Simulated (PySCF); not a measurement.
**ECD: SMILES CO[C@@]12C[C@@H]1[C@H]2O, C5H8O2**

Geometry (Å), atoms numbered from 1 in this order:
```xyz
15

C    -2.011   -0.821    0.314
O    -0.764   -0.536    0.929
C     0.075    0.200    0.130
C     0.351    1.670    0.047
C     1.469    0.699    0.308
C     1.148   -0.246   -0.822
O     1.595   -1.556   -0.792
H    -1.870   -1.367   -0.624
H    -2.568    0.100    0.115
H    -2.561   -1.438    1.021
H     0.026    2.278    0.881
H     0.294    2.168   -0.915
H     2.192    0.652    1.092
H     1.162    0.111   -1.848
H     1.458   -1.907    0.097
```

Method used: PySCF 2.14.0, TDDFT CAM-B3LYP/aug-cc-pVDZ circular dichroism and optical rotation, one conformer, gas phase. Geometry: GFN2-xTB.

The molecule is flexible and this is one conformer; a measurement averages over conformers.

Assign R or S to each stereocentre.

C3 S, C5 R, C6 R.

List the lowest 8 singlet excitations with oscillator and rotatory strengths.

Rotatory strengths R in 10⁻⁴⁰ esu² cm², velocity form and length form (origin at the centre of mass); f in length form.
| state | E (eV) | λ (nm) | f | R (velocity) | R (length) | main |
| --- | --- | --- | --- | --- | --- | --- |
| 1 | 6.21 | 200 | 0.003 | +0.7 | +0.9 | HOMO−1→LUMO 0.42, HOMO−1→LUMO+1 0.27 |
| 2 | 6.40 | 194 | 0.011 | +9.1 | +9.0 | HOMO→LUMO 0.70 |
| 3 | 6.61 | 187 | 0.024 | +0.9 | +1.3 | HOMO→LUMO+1 0.75 |
| 4 | 6.64 | 187 | 0.007 | +3.9 | +3.9 | HOMO−1→LUMO+1 0.50, HOMO−1→LUMO 0.27 |
| 5 | 6.75 | 184 | 0.010 | +0.7 | +0.6 | HOMO→LUMO+2 0.60, HOMO→LUMO+3 0.17 |
| 6 | 6.91 | 180 | 0.016 | -11.4 | -11.3 | HOMO−1→LUMO+2 0.59, HOMO−1→LUMO+3 0.18 |
| 7 | 6.96 | 178 | 0.013 | +1.9 | +1.9 | HOMO→LUMO+3 0.37, HOMO−1→LUMO+3 0.25 |
| 8 | 6.99 | 177 | 0.019 | -9.5 | -9.6 | HOMO−1→LUMO+3 0.29, HOMO→LUMO+3 0.23 |

Among the states computed, the strongest CD band (largest |R|) is state 6. The largest dissymmetry factor in size, g = 4R/(D+G), with D and G the electric and magnetic dipole strengths, is +0.0081 for state 2 (velocity form, f = 0.011), among bands with |R| over 0.5. The mirror image has the same energies and oscillator strengths and all R with the opposite sign.
